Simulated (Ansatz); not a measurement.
`NC#C[SeH]` + H₂ → `C#CN` + H₂Se at 600 K and 1 bar (hydrogenolysis of a C–Se bond).

Calculated with Ansatz (gas phase, PBE0-D4/def2-TZVP geometries, no zero-point term in ΔE). CCSD(T)/CBS adds triple-zeta CCSD(T) − MP2 to the extrapolated MP2 energy (def2 sets, frozen cores). This one scheme is used for every species. For Se outer-core shells are correlated without core-valence functions, which leaves a few kJ/mol of doubt a bond. Scalar relativity is left out up to krypton. Each species was taken in one conformer, which may not be the lowest.

```tsv
species	CCSD(T)/CBS energy (Eh)	H − E (kJ/mol)	S (J/(mol·K))
`NC#C[SeH]`	-2533.22953	161.6	379.4
H₂	-1.17544	43.9	150.8
`C#CN`	-132.52893	151.8	303.8
H₂Se	-2401.89790	57.0	244.8
```

H − E and S are ideal-gas, rigid-rotor, harmonic terms from PBE0-D4/def2-TZVP, for one conformer and one mirror image of each species. The MP2-based limit puts H₂ 0.8 mEh under its directly extrapolated value; such offsets cancel only in part. 1 Eh = 2625.50 kJ/mol, R = 8.31446 J/(mol·K).

By hand: ΔE, ΔH, ΔS and ΔG.

ΔE = (-132.52893) + (-2401.89790) − (-2533.22953) − (-1.17544) = -0.02186 Eh = -57.4 kJ/mol. Δ(H − E) = 151.8 + 57.0 − 161.6 − 43.9 = 3.3, so ΔH = -54.1 kJ/mol. ΔS = 303.8 + 244.8 − 379.4 − 150.8 = 18.4 J/(mol·K). ΔG = -54.1 − 600 × (18.4)/1000 = -65.1 kJ/mol.

By hand: the equilibrium constant, and the temperature at which ΔG would vanish if ΔH and ΔS stayed fixed.

log₁₀ K = −ΔG/(RT ln 10) = 5.7. ΔH and −TΔS have one sign here, so there is no such temperature.

ΔH outweighs TΔS. A doubt of 5 kJ/mol in ΔE shifts log₁₀ K by 0.4 here. Other conformers and mirror images would add mixing entropy, several J/(mol·K) or more a flexible species. These are equilibria of isolated gas molecules and say nothing of rates. Largest T1 diagnostic: 0.012 (customary marks: 0.02 for closed shells, 0.045 for open ones).
